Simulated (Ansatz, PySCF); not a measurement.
Process, species as SMILES: FC(F)Cl [chloro(difluoro)methane] + 3 [H][H] (H2) → C (CH4) + Cl (HCl) + 2 F (HF)
Structures are relaxed separately at B3LYP-D3(BJ)/def2-TZVP in Ansatz (a program for electronic structure).

Property: energy of full hydrogenation (enthalpy at 298 K, with B3LYP-D3(BJ) rigid-rotor harmonic-oscillator terms from PySCF), in kcal/mol. Valence correlation only, unless marked. Spin-orbit coupling is left out. No relativistic terms. CBS marks a two-point X^-3 extrapolation of the correlation energy; Hartree-Fock from the larger set. [CCSD(T)-MP2]/basis is that difference in the basis named.

From measured enthalpies of formation at 298 K: -54.8 kcal/mol (FC(F)Cl -115.4, ATcT 1.112; [H][H] (H2) 0.0, ATcT 1.112; C (CH4) -17.8, ATcT 1.112; Cl (HCl) -22.0, ATcT 1.112; F (HF) -65.2, ATcT 1.112). It holds spin-orbit effects, which the calculations lack, and core correlation, which the frozen-core levels lack.

```json
[
 {"level": "HF/6-31G", "program": "Ansatz", "energy of full hydrogenation (kcal/mol)": "-62.4", "error against measurement": "-7.6"},
 {"level": "HF-D3(BJ)/def2-TZVPD", "program": "PySCF + dftd3", "energy of full hydrogenation (kcal/mol)": "-52.7", "error against measurement": "2.1"},
 {"level": "RI-HF/aug-cc-pV(Q+d)Z", "program": "Ansatz", "energy of full hydrogenation (kcal/mol)": "-58.1", "error against measurement": "-3.3"},
 {"level": "PBE/def2-TZVPD", "program": "Ansatz", "energy of full hydrogenation (kcal/mol)": "-48.5", "error against measurement": "6.3"},
 {"level": "PBE0-D4/def2-TZVP", "program": "Ansatz + dftd4", "energy of full hydrogenation (kcal/mol)": "-48.4", "error against measurement": "6.4"},
 {"level": "SCS-MP2/aug-cc-pV(D+d)Z", "program": "Ansatz", "energy of full hydrogenation (kcal/mol)": "-60.3", "error against measurement": "-5.5"},
 {"level": "SCS-MP2/cc-pV(D+d)Z", "program": "Ansatz", "energy of full hydrogenation (kcal/mol)": "-50.4", "error against measurement": "4.4"},
 {"level": "CCSD/6-31G", "program": "Ansatz", "energy of full hydrogenation (kcal/mol)": "-46.6", "error against measurement": "8.2"},
 {"level": "CCSD/cc-pV(T+d)Z", "program": "Ansatz", "energy of full hydrogenation (kcal/mol)": "-55.6", "error against measurement": "-0.8"},
 {"level": "RI-MP2/CBS(aug-cc-pV(T+d)Z,aug-cc-pV(Q+d)Z)+[CCSD(T)-MP2]/aug-cc-pV(T+d)Z", "program": "Ansatz", "energy of full hydrogenation (kcal/mol)": "-54.9", "error against measurement": "-0.1"}
]
```
